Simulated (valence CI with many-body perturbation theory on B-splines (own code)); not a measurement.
# Pr51+: electric-dipole lines

Calculated by valence CI with perturbative core correlation (CI+MBPT): six valence electrons over a frozen Dirac-Fock core [He], a basis of 9 s, 9 p, 8 d, 6 f, 3 g, 1 h functions for each j, with the one-electron correlation potential Σ1 (screened to all orders), the two-electron term Σ2, the three-electron term Σ3, Breit, model QED; selected single and double excitations, second order for the rest, scaled by the run's own slope (own B-spline code, finite nucleus).

The last digits are not significant, and no measured levels were compared; by estimate large intervals hold to a few tenths of a per cent, small ones and those within an open d or f shell to about a per cent. Among the levels kept, up to 2400 cm⁻¹ of a level comes from second order outside the variational space, and about a tenth of that is noise between levels of different J, which matters for small intervals.

Lines 101 to 150 of 207 in falling wavelength, among levels below 50371 × 10³ cm⁻¹, chosen from the strongest by gf and those to the six lowest levels. Wavelengths and rates use the calculated energies. Electric multipoles are in the length gauge with retardation, E1 and E2 with the static RPA response of the core. Weak lines are less certain than strong ones. Lines between different terms over intervals too small for the method are left out, as are lines whose strength nearly cancels. The highest levels of a list are the least certain.

Levels are named by their leading jj configuration (3d3/2^4 stands for four electrons in 3d with j = 3/2), which in mixed levels can hold well under half, so a name can repeat and another be missing. Letters in brackets count levels of one name in rising energy.

```tsv
λ vac (Å)	Upper	Lower	A (s⁻¹)	S (a.u.) with core polarisation	S without
14.55	(2s 2p1/2^2 2p3/2^3) J=1	(2s^2 2p1/2^2 2p3/2^2) J=2	2.76e+12	1.26e-02	1.26e-02
9.626	(2s 2p1/2 2p3/2^4) J=1	(2s^2 2p1/2^2 2p3/2^2) J=0	1.14e+09	1.50e-06	1.50e-06
9.312	(2s 2p1/2 2p3/2^4) J=1	(2s^2 2p1/2^2 2p3/2^2) J=2	4.55e+10	5.44e-05	5.45e-05
2.682	(2s^2 2p1/2^2 2p3/2 3p1/2) J=2	(2s 2p1/2^2 2p3/2^3) J=1	4.37e+10	2.08e-06	2.08e-06
2.648	(2s^2 2p1/2^2 2p3/2 3p1/2) J=1	(2s 2p1/2^2 2p3/2^3) J=2	6.68e+10	1.84e-06	1.84e-06
2.647	(2s^2 2p1/2^2 2p3/2 3p1/2) J=2	(2s 2p1/2^2 2p3/2^3) J=2	8.13e+09	3.72e-07	3.73e-07
2.602	(2s^2 2p1/2^2 2p3/2 3p3/2) J=1	(2s 2p1/2^2 2p3/2^3) J=1	2.02e+10	5.27e-07	5.28e-07
2.581	(2s^2 2p1/2^2 2p3/2 3p3/2) J=0	(2s 2p1/2^2 2p3/2^3) J=1	4.69e+11	3.97e-06	3.97e-06
2.570	(2s^2 2p1/2^2 2p3/2 3p3/2) J=3	(2s 2p1/2^2 2p3/2^3) J=2	5.39e+10	3.16e-06	3.16e-06
2.570	(2s^2 2p1/2^2 2p3/2 3p3/2) J=1	(2s 2p1/2^2 2p3/2^3) J=2	9.44e+10	2.37e-06	2.37e-06
2.559	(2s^2 2p1/2^2 2p3/2 3p3/2) J=2	(2s 2p1/2^2 2p3/2^3) J=2	7.08e+10	2.93e-06	2.92e-06
2.545	(2s^2 2p1/2^2 2p3/2 3s) J=2	(2s^2 2p1/2 2p3/2^3) J=2	1.36e+10	5.52e-07	5.51e-07
2.532	(2s^2 2p1/2^2 2p3/2 3s) J=1	(2s^2 2p1/2 2p3/2^3) J=1	2.99e+10	7.18e-07	7.16e-07
2.430	(2s^2 2p1/2 2p3/2^2 3p1/2) J=1 [a]	(2s 2p1/2^2 2p3/2^3) J=1	4.28e+10	9.10e-07	9.07e-07
2.406	(2s^2 2p1/2 2p3/2^2 3p1/2) J=2 [b]	(2s 2p1/2^2 2p3/2^3) J=1	3.23e+11	1.11e-05	1.11e-05
2.402	(2s^2 2p1/2 2p3/2^2 3p1/2) J=1 [b]	(2s 2p1/2^2 2p3/2^3) J=1	3.72e+10	7.63e-07	7.61e-07
2.401	(2s^2 2p1/2 2p3/2^2 3p1/2) J=1 [a]	(2s 2p1/2^2 2p3/2^3) J=2	1.40e+10	2.88e-07	2.87e-07
2.398	(2s^2 2p1/2 2p3/2^2 3p1/2) J=2 [a]	(2s 2p1/2^2 2p3/2^3) J=2	9.39e+09	3.20e-07	3.18e-07
2.390	(2s^2 2p1/2 2p3/2^2 3p1/2) J=3	(2s 2p1/2^2 2p3/2^3) J=2	4.19e+10	1.98e-06	1.97e-06
2.388	(2s^2 2p1/2^2 2p3/2 3d3/2) J=2	(2s^2 2p1/2 2p3/2^3) J=2	5.56e+10	1.87e-06	1.87e-06
2.387	(2s^2 2p1/2 2p3/2^2 3p1/2) J=0	(2s 2p1/2^2 2p3/2^3) J=1	5.70e+11	3.83e-06	3.82e-06
2.385	(2s^2 2p1/2^2 2p3/2 3d3/2) J=3	(2s^2 2p1/2 2p3/2^3) J=2	1.51e+10	7.07e-07	7.08e-07
2.384	(2s^2 2p1/2^2 2p3/2 3d3/2) J=1	(2s^2 2p1/2 2p3/2^3) J=2	1.21e+11	2.43e-06	2.43e-06
2.380	(2s^2 2p1/2^2 2p3/2 3d3/2) J=2	(2s^2 2p1/2 2p3/2^3) J=1	2.06e+11	6.84e-06	6.84e-06
2.378	(2s^2 2p1/2 2p3/2^2 3p1/2) J=2 [b]	(2s 2p1/2^2 2p3/2^3) J=2	5.39e+11	1.79e-05	1.79e-05
2.375	(2s^2 2p1/2^2 2p3/2 3d3/2) J=0	(2s^2 2p1/2 2p3/2^3) J=1	1.07e+11	7.04e-07	7.05e-07
2.374	(2s^2 2p1/2 2p3/2^2 3p1/2) J=1 [b]	(2s 2p1/2^2 2p3/2^3) J=2	1.47e+10	2.91e-07	2.91e-07
2.364	(2s^2 2p1/2 2p3/2^2 3p3/2) J=2 [a]	(2s 2p1/2^2 2p3/2^3) J=1	1.75e+11	5.71e-06	5.70e-06
2.358	(2s^2 2p1/2^2 2p3/2 3d5/2) J=2	(2s^2 2p1/2 2p3/2^3) J=1	1.20e+10	3.90e-07	3.89e-07
2.356	(2s^2 2p1/2 2p3/2^2 3p3/2) J=1 [a]	(2s 2p1/2^2 2p3/2^3) J=1	1.77e+11	3.43e-06	3.42e-06
2.356	(2s^2 2p1/2^2 2p3/2 3d5/2) J=1	(2s^2 2p1/2 2p3/2^3) J=2	1.16e+10	2.24e-07	2.25e-07
2.349	(2s^2 2p1/2^2 2p3/2 3d5/2) J=1	(2s^2 2p1/2 2p3/2^3) J=1	3.61e+10	6.93e-07	6.95e-07
2.345	(2s^2 2p1/2 2p3/2^2 3p3/2) J=1 [b]	(2s 2p1/2^2 2p3/2^3) J=1	3.75e+12	7.16e-05	7.15e-05
2.345	(2s 2p1/2^2 2p3/2^2 3s) J=2 [a]	(2s 2p1/2^2 2p3/2^3) J=1	4.20e+12	1.33e-04	1.33e-04
2.339	(2s^2 2p1/2 2p3/2^2 3p3/2) J=3 [a]	(2s 2p1/2^2 2p3/2^3) J=2	2.58e+12	1.14e-04	1.14e-04
2.338	(2s^2 2p1/2 2p3/2^2 3p3/2) J=2 [b]	(2s 2p1/2^2 2p3/2^3) J=1	2.67e+12	8.41e-05	8.39e-05
2.337	(2s^2 2p1/2 2p3/2^2 3p3/2) J=2 [a]	(2s 2p1/2^2 2p3/2^3) J=2	2.91e+12	9.16e-05	9.14e-05
2.336	(2s^2 2p1/2 2p3/2^2 3p3/2) J=1 [c]	(2s 2p1/2^2 2p3/2^3) J=1	1.08e+10	2.04e-07	2.04e-07
2.332	(2s^2 2p1/2 2p3/2^2 3p3/2) J=2 [c]	(2s 2p1/2^2 2p3/2^3) J=1	1.31e+12	4.09e-05	4.09e-05
2.329	(2s^2 2p1/2 2p3/2^2 3p3/2) J=3 [b]	(2s 2p1/2^2 2p3/2^3) J=2	2.37e+12	1.03e-04	1.03e-04
2.322	(2s 2p1/2^2 2p3/2^2 3s) J=3	(2s 2p1/2^2 2p3/2^3) J=2	6.88e+12	2.97e-04	2.97e-04
2.318	(2s^2 2p1/2 2p3/2^2 3p3/2) J=1 [b]	(2s 2p1/2^2 2p3/2^3) J=2	7.58e+11	1.40e-05	1.40e-05
2.318	(2s 2p1/2^2 2p3/2^2 3s) J=2 [a]	(2s 2p1/2^2 2p3/2^3) J=2	5.50e+13	1.69e-03	1.69e-03
2.317	(2s^2 2p1/2^2 2p3/2 3s) J=1	(2s^2 2p1/2^2 2p3/2^2) J=0	2.62e+13	4.82e-04	4.81e-04
2.316	(2s 2p1/2^2 2p3/2^2 3s) J=1 [a]	(2s 2p1/2^2 2p3/2^3) J=1	2.06e+13	3.80e-04	3.79e-04
2.316	(2s^2 2p1/2 2p3/2^2 3s) J=2 [a]	(2s^2 2p1/2 2p3/2^3) J=2	3.59e+12	1.10e-04	1.10e-04
2.313	(2s 2p1/2^2 2p3/2^2 3s) J=2 [b]	(2s 2p1/2^2 2p3/2^3) J=1	1.08e+13	3.31e-04	3.31e-04
2.313	(2s 2p1/2^2 2p3/2^2 3s) J=1 [b]	(2s 2p1/2^2 2p3/2^3) J=1	4.69e+13	8.60e-04	8.58e-04
2.312	(2s^2 2p1/2 2p3/2^2 3s) J=1 [a]	(2s^2 2p1/2 2p3/2^3) J=2	1.31e+13	2.40e-04	2.40e-04
2.311	(2s^2 2p1/2 2p3/2^2 3p3/2) J=2 [b]	(2s 2p1/2^2 2p3/2^3) J=2	1.07e+13	3.25e-04	3.24e-04
```
